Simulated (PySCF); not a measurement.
GeF3Br, SMILES [F][Ge]([F])([Br])[F]. Coordinates come from a PBE-D3(BJ)/def2-SVP optimisation.

Calculation: PySCF with PBE-D3(BJ)/def2-SVP.

Harmonic wavenumbers (cm⁻¹): 143, 143, 225, 225, 227, 339, 697, 746, 746. Rotational constants (GHz): 3.437, 1.240, 1.240; symmetry number 3.

Task: Work out the zero-point energy and the ideal-gas rigid-rotor harmonic-oscillator thermochemistry at 298.15 K and 1 atm.

Result: ZPE = ½ Σ hcν = ½ × 3492 cm⁻¹ = 4.99 kcal/mol. H − E(el) = 9.59 kcal/mol. Entropy in cal/(mol K): translation 41.92, rotation 26.32, vibration 13.30, total 81.53. G − E(el) = -14.72 kcal/mol. Cp = 21.09 cal/(mol K). Modes under 150 cm⁻¹ make the vibrational entropy uncertain.
